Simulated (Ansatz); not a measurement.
Gas-phase electronic energies from Ansatz, PBE0-D4/def2-TZVP geometries. CCSD(T)/CBS adds triple-zeta CCSD(T) − MP2 to the extrapolated MP2 energy (def2 sets, frozen cores). DFT in def2-TZVPP. B3LYP here is the variant with VWN-RPA as its local correlation; programs differ in this. For Br, Ga, Se outer-core shells are correlated without core-valence functions, which leaves a few kJ/mol of doubt a bond. Scalar relativity is left out up to krypton.

Reaction (cleavage of the Ga–Al bond): `[CH3][Al]([GaH2])[Br]` + `C[SeH]` → `C[Se][GaH2]` + `[CH3][AlH][Br]`

Task: Is it downhill or uphill in electronic energy at CCSD(T)/CBS, and by how much? (Estimate.)

Result: Computed: Downhill: ΔE = -21.5 kcal/mol.

Task: What do these levels give: BLYP-D4, PBE0-D4, B3LYP-D4, r2SCANh-D4, BLYP, r2SCAN, r2SCANh, HF/def2-SVP, MP2/def2-SVP, CCSD(T)/def2-SVP, CCSD(T)/def2-TZVPP, MP2/def2-QZVPP? (Best estimate.)

Result: The calculation gave: BLYP-D4 -20.4, PBE0-D4 -19.8, B3LYP-D4 -20.7, r2SCANh-D4 -21.6, BLYP -19.8, r2SCAN -21.6, r2SCANh -21.6, HF/def2-SVP -22.3, MP2/def2-SVP -24.1, CCSD(T)/def2-SVP -21.9, CCSD(T)/def2-TZVPP -20.9, MP2/def2-QZVPP -23.4 kcal/mol.

Largest T1 diagnostic among the species: 0.012.

Leaving LDA and LC-ωPBE aside and taking each functional with its dispersion term where it has one, the values, not all of them listed here, spread over 3.4 kcal/mol, from B97M-V to PBE-D4. LDA lies −1.2 kcal/mol from PBE without D4. From BLYP to BHLYP (50 % exact exchange), in def2-TZVPP and without D4, ΔE moves by −1.5 kcal/mol.
